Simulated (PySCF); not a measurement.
All values below come from PBE0-D4/def2-TZVP (PySCF). Isolated molecules, 0 K electronic values unless said otherwise. 

Reference species (SMILES): `[Br]` (neutral, multiplicity 2).

```
Item                              Value
-----------------------------  --------
highest occupied spin orbital  -8.76 eV
```

Changed species: `[SiH3][SiH2]` (radical fragment; the reference has radical fragment).

**Question.** What does the change do to the highest occupied spin orbital?

**Answer.** the highest occupied spin orbital goes up by 2.52 eV, to -6.24 eV.
